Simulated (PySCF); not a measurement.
SiFClBr2, SMILES Br[Si](Br)(Cl)F.

Geometry: B3LYP-D3(BJ)/def2-SVP.

Two levels are set side by side: TDDFT-PBE/def2-SVPD (PySCF) and TDDFT-B3LYP/def2-SVPD (PySCF). Vertical, same geometry. The lowest singlet is HOMO→LUMO 98 % with PBE and HOMO→LUMO 98 % with the other functional; states are paired by order. Differences are taken from unrounded values.

| quantity | TDDFT-B3LYP |
|---|---|
| lowest singlet excitation (eV) | 5.89 |
| lowest triplet excitation (TDA) (eV) | 5.49 |

### Question
What does TDDFT-PBE give, and how far is it from TDDFT-B3LYP? (An estimate is asked for; the answer gives what the named calculation found.)

### Answer

```
quantity                              TDDFT-PBE  TDDFT-PBE minus TDDFT-B3LYP
------------------------------------  ---------  ---------------------------
lowest singlet excitation (eV)             5.45                        -0.44
lowest triplet excitation (TDA) (eV)       5.11                        -0.38
```

A lower first singlet is the usual sign of a functional without exact exchange. Differences between two approximate levels are no errors against the true value.

Rough cost on one machine, each run with all the roots and properties that it gave: TDDFT-B3LYP against TDDFT-PBE about 5 times.
